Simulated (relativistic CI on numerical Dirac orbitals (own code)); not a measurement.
# Calculated levels, Ho⁵⁶⁺

Method of calculation: Dirac-Coulomb-Breit CI, orbitals from a KLI potential per configuration, model QED, unscaled Slater integrals (own radial code, finite nucleus).

Configurations in the expansion (outside the closed core [Ne]): 3s, 3p, 3d, 4s, 4p, 4d, 4f, 5s, 5p, 5d, 5f, 5g, 6s, 6p, 6d. Levels of other configurations are missing.

The lowest level is 3s ²S1/2, with 100 % of that term; Hund's rules for 3s give ²S with J = 1/2, in agreement.

| No. | Configuration | Term | J | E (10³ cm⁻¹) | % | Landé g | Lifetime (s) |
| --- | --- | --- | --- | --- | --- | --- | --- |
| 1 | 3s | ²S | 1/2 | 0.0 | 100 | 1.987 |  |
| 2 | 3p | ²P° | 1/2 | 1106.4 | 100 | 0.651 | 2.79e-11 |
| 3 | 3p | ²P° | 3/2 | 2995.6 | 100 | 1.323 | 1.32e-12 |
| 4 | 3d | ²D | 3/2 | 4329.6 | 100 | 0.788 | 1.49e-12 |
| 5 | 3d | ²D | 5/2 | 4761.5 | 100 | 1.190 | 7.50e-12 |
| 6 | 4s | ²S | 1/2 | 20613.5 | 100 | 1.994 | 2.59e-14 |
| 7 | 4p | ²P° | 1/2 | 21071.1 | 100 | 0.658 | 2.12e-14 |
| 8 | 4p | ²P° | 3/2 | 21843.6 | 100 | 1.328 | 3.10e-14 |
| 9 | 4d | ²D | 3/2 | 22349.6 | 100 | 0.793 | 1.39e-14 |
| 10 | 4d | ²D | 5/2 | 22536.5 | 100 | 1.195 | 1.34e-14 |
| 11 | 4f | ²F° | 5/2 | 22804.1 | 100 | 0.851 | 6.44e-15 |
| 12 | 4f | ²F° | 7/2 | 22885.6 | 100 | 1.138 | 6.58e-15 |
| 13 | 5s | ²S | 1/2 | 29789.7 | 100 | 1.997 | 3.21e-14 |
| 14 | 5p | ²P° | 1/2 | 30019.7 | 100 | 0.661 | 2.65e-14 |
| 15 | 5p | ²P° | 3/2 | 30408.2 | 100 | 1.330 | 3.68e-14 |
| 16 | 5d | ²D | 3/2 | 30655.8 | 100 | 0.796 | 1.86e-14 |
| 17 | 5d | ²D | 5/2 | 30752.2 | 100 | 1.197 | 1.84e-14 |
| 18 | 5f | ²F° | 5/2 | 30884.6 | 100 | 0.853 | 1.21e-14 |
| 19 | 5f | ²F° | 7/2 | 30926.5 | 100 | 1.140 | 1.24e-14 |
| 20 | 5g | ²G | 7/2 | 30944.7 | 100 | 0.885 | 2.18e-14 |
| 21 | 5g | ²G | 9/2 | 30969.6 | 100 | 1.108 | 2.20e-14 |
| 22 | 6s | ²S | 1/2 | 34655.8 | 100 | 1.999 | 4.46e-14 |
| 23 | 6p | ²P° | 1/2 | 34787.0 | 100 | 0.662 | 3.71e-14 |
| 24 | 6p | ²P° | 3/2 | 35009.1 | 100 | 1.331 | 4.99e-14 |
| 25 | 6d | ²D | 3/2 | 35148.9 | 100 | 0.797 | 2.71e-14 |
| 26 | 6d | ²D | 5/2 | 35204.8 | 100 | 1.198 | 2.72e-14 |

Energies count from the lowest computed level; ° marks odd parity; lifetimes are radiative, by E1, M1, E2, M2 decay to levels of this space only.

The mean weight of the leading LS term, summed over parents, in these 26 levels is 100 %, and that of the leading jj configuration (from the same eigenvectors) 100 %.

At this charge energies of transitions that change n are usually good to better than 1 %, and those within a shell (Δn = 0) to a few per cent.
